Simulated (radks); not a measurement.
Q: Excited configurations of the mercury ion Hg3+: one electron is placed in a higher orbital outside [Xe] 4f14 5d8. The ground configuration is [Xe] 4f14 5d9. Calculated with a radial shooting solver on a logarithmic mesh with Libxc functionals: scalar-relativistic Kohn-Sham, r2SCAN, spin-unpolarised, spherical densities, finite nucleus; meta-GGA in the generalised Kohn-Sham scheme; Fermi nuclear charge, rms radius 5.4648 fm. Excitation = E - E(ground); binding = E(ion) - E, where the ion is the core of charge +4; n* = 4/sqrt(2 binding) in atomic units, and the quantum defect is n - n*.

outer orbital  excitation (eV)  binding (eV)     n*  quantum defect  eigenvalue (eV)  <r> (bohr)
5f                      35.420        14.634  3.857           1.143          -11.971       3.780
6s                       9.889        40.165  2.328           3.672          -35.478       2.179
6p                      20.731        29.323  2.725           3.275          -25.529       2.679
6d                      31.680        18.374  3.442           2.558          -15.867       3.816
6f                      40.362         9.692  4.739           1.261           -8.297       6.812
7s                      31.052        19.001  3.385           3.615          -16.980       4.419
7p                      34.713        15.341  3.767           3.233          -13.644       5.198
7f                      43.324         6.730  5.687           1.313           -5.887       10.63

Estimate the row for 7d.

A: excitation (eV) 39.116; binding (eV) 10.937; n* 4.461; quantum defect 2.539; eigenvalue (eV) -9.613; <r> (bohr) 6.845. The Delta-SCF ionisation energy is 50.054 eV (NIST Atomic Spectra Database: 48.6 eV, measured). Self-interaction in the functional shifts the binding energies and quantum defects, so they are the method's values and not measured ones. Spin polarisation and multiplet splitting are left out, so open shells lie too high by an amount that depends on their filling. Spin-orbit splitting is averaged out at the scalar-relativistic level.

Beside tabulated values, note that spin-unpolarised runs miss the spin-polarisation part of the exchange energy of open shells.
